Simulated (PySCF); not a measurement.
Precursor series Ta OH-NH2. Isolated molecules, 0 K electronic values unless said otherwise. One relaxed conformer stands for each flexible species; it need not be the lowest.

Computed with PBE-D3(BJ)/def2-TZVP // BP86-D3(BJ)/def2-SVP in PySCF 2.14.0. 

| species | charge on the central atom (Mulliken) (e) | LUMO (eV) | mean distance from the central atom to its bonded neighbours (Å) | coordination number |
|---|---|---|---|---|
| 0 of 5 OH replaced by NH2 | 1.32 | -1.82 | 1.940 | 5 |
| 2 of 5 OH replaced by NH2 ([Ta(OH)3(NH2)2]) | ? | -1.55 | 1.970 | 5 |
| 3 of 5 OH replaced by NH2 ([Ta(OH)2(NH2)3]) | 1.17 | -1.25 | ? | ? |
| 4 of 5 OH replaced by NH2 ([Ta(OH)(NH2)4]) | ? | -1.42 | 2.007 | 5 |

Q: Some entries are withheld; supply them.

A: 
- 2 of 5 OH replaced by NH2 ([Ta(OH)3(NH2)2]), charge on the central atom (Mulliken) (e): 1.26
- 3 of 5 OH replaced by NH2 ([Ta(OH)2(NH2)3]), mean distance from the central atom to its bonded neighbours (Å): 1.989
- 3 of 5 OH replaced by NH2 ([Ta(OH)2(NH2)3]), coordination number: 5
- 4 of 5 OH replaced by NH2 ([Ta(OH)(NH2)4]), charge on the central atom (Mulliken) (e): 1.19
